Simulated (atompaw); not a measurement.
# Reading a pseudo-wave (cobalt)

Columns: radius, all-electron u(r) and pseudo u(r) of the 3s shell (level -102.40 eV) of cobalt in the configuration [Ne] 3s2 3p6 3d7 4s2 4p0; PBE, scalar-relativistic, PAW (atompaw) scheme, atompaw 4.2.0.5.

| r (bohr) | all-electron | pseudo |
| --- | --- | --- |
| 0.065 | 0.0963 | 0.2246 |
| 0.131 | -0.5526 | 0.4456 |
| 0.196 | -0.6520 | 0.6496 |
| 0.262 | -0.3472 | 0.8367 |
| 0.327 | 0.0971 | 0.9956 |
| 0.392 | 0.5238 | 1.1249 |
| 0.458 | 0.8658 | 1.2227 |
| 0.523 | 1.0940 | 1.2841 |
| 0.588 | 1.2221 | 1.3106 |
| 0.654 | 1.2695 | 1.3034 |
| 0.719 | 1.2558 | 1.2661 |
| 0.785 | 1.2004 | 1.2024 |
| 0.850 | 1.1202 | 1.1204 |
| 0.915 | 1.0264 | 1.0264 |
| 0.981 | 0.9257 | 0.9257 |
| 1.046 | 0.8267 | 0.8267 |
| 1.112 | 0.7305 | 0.7305 |
| 1.177 | 0.6419 | 0.6419 |
| 1.242 | 0.5608 | 0.5608 |
| 1.308 | 0.4864 | 0.4864 |
| 1.373 | 0.4210 | 0.4210 |
| 1.438 | 0.3631 | 0.3631 |
| 1.504 | 0.3116 | 0.3116 |
| 1.569 | 0.2673 | 0.2673 |
| 1.635 | 0.2282 | 0.2282 |
| 1.700 | 0.1950 | 0.1950 |

Q: How many radial nodes do the two functions have?

A: The all-electron 3s function has n − l − 1 = 2; the pseudo-wave has 0, since the states of the same l below it are removed with the core.

Q: At about which radius was the pseudo-wave matched?

A: 0.95 bohr. The columns agree to 0.0005 from 0.85 bohr on; several derivatives are matched, so the curves merge somewhat inside the radius.

Q: Is the pseudo-wave norm-conserving?

A: No, it belongs to a PAW set: the norm inside the radius is not constrained, and the difference is carried by the augmentation charge.
